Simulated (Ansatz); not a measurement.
Species: CNS, SMILES `N#C[S]` (charge 0, multiplicity 2).

### Question
Give a relaxed geometry from PBE-D3(BJ)/def2-TZVP (Ansatz, a program for electronic structure).

### Answer
the end point of this relaxation (outside a Z-matrix the atoms follow the SMILES, hydrogens last).
Bonds (Å): N1–C2 1.191, C2–S3 1.624. Angles (°): N1–C2–S3 180.0.
